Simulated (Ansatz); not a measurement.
This geometry of CH3OSe (6 atoms, charge 1, multiplicity 1) is a first-order saddle point.

Method: RKS revPBE-D4/def2-SVP in Ansatz 0.2.0.

```xyz
6
Properties=species:S:1:pos:R:3
C -0.818 -0.076 -0.650
Se 0.514 -1.027 0.013
O 1.132 -0.042 1.353
H -1.401 -0.517 -1.483
H -1.078 0.929 -0.265
H 1.652 0.733 1.032
```

(1) Which two structures does it join? (They come from a converged band through this point; their orientation in space is the band's.)

(2) How far does it lie above each of them?

Results:

(1) No bond is made or broken. The dihedral C1–Se2–O3–H6 goes from 180 to 0°.

First end point:

```xyz
6
Properties=species:S:1:pos:R:3
C -0.888 -0.084 -0.696
Se 0.545 -0.841 -0.025
O 1.093 0.473 1.040
H -1.474 -0.673 -1.426
H -1.192 0.938 -0.401
H 1.915 0.187 1.507
```

Last end point:

```xyz
6
Properties=species:S:1:pos:R:3
C -0.789 -0.066 -0.613
Se 0.582 -1.039 -0.099
O 1.523 -0.105 1.067
H -1.464 -0.540 -1.352
H -1.008 0.957 -0.255
H 1.157 0.793 1.254
```

(2) 0.185 eV above the first and 0.071 eV above the second. This is the barrier of this one path; another mechanism may lie lower. Limits of this set-up: the dipole of an ion depends on the origin.

The run took 110 s on 1 thread of AMD EPYC 7R43 64-Core Processor (Zen 3), on a shared host, peak memory 0.14 GiB.
